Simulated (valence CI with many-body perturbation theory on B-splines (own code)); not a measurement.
Values are calculated unless marked as measured or tabulated.
**Sm56+ in three bases**

Method: relativistic CI+MBPT: four valence electrons over a frozen Dirac-Fock core [He], a basis of 9 s, 9 p, 8 d, 6 f, 3 g, 1 h functions for each j, with the one-electron correlation potential Σ1, the two-electron term Σ2, the three-electron term Σ3, Breit, model QED; selected CI, second order for the rest, scaled by the run's own slope (own B-spline code, finite nucleus).

The last digits are not significant, and no measured levels were compared; by estimate large intervals hold to a few tenths of a per cent, small ones and those within an open d or f shell to about a per cent.

The reference run has the lowest level (2s^2 2p1/2^2) J=0 and an ionisation energy of 12265.3 eV. Its largest variational space holds 20000 state functions.

Levels are named by their leading jj configuration (3d3/2^4 stands for four electrons in 3d with j = 3/2), which in mixed levels can hold well under half, so a name can repeat and another be missing. Letters in brackets count levels of one name in rising energy.

Changed runs:
A. basis 6 s, 6 p, 5 d, 3 f, 1 g
B. basis 5 s, 5 p, 4 d, 2 f

Excitation energies of the reference run in cm⁻¹, and shifts in cm⁻¹:

| Level | Reference | A | B |
| --- | --- | --- | --- |
| (2s^2 2p1/2 2p3/2) J=1 | 5044380 | +4.9 | -195 |
| (2s^2 2p1/2 2p3/2) J=2 | 5182840 | +141 | +164 |
| (2s 2p1/2^2 2p3/2) J=2 | 6887390 | -38 | -276 |
| (2s 2p1/2^2 2p3/2) J=1 | 7459600 | +74 | +197 |
| (2s^2 2p3/2^2) J=2 | 10357200 | +97 | -45 |
| (2s^2 2p3/2^2) J=0 | 10752300 | +90 | +187 |
| (2s 2p1/2 2p3/2^2) J=2 [a] | 11754700 | -100 | -600 |
| (2s 2p1/2 2p3/2^2) J=3 | 12074500 | +147 | +12 |
| (2s 2p1/2 2p3/2^2) J=0 | 12447500 | -17 | -52 |
| (2s 2p1/2 2p3/2^2) J=1 [a] | 12593400 | +90 | +48 |
| (2s 2p1/2 2p3/2^2) J=2 [b] | 12675200 | +218 | +399 |
| (2s 2p1/2 2p3/2^2) J=1 [b] | 12702300 | +114 | +229 |
| Ionisation energy (eV) | 12265.3 | -0.0022 | -0.083 |
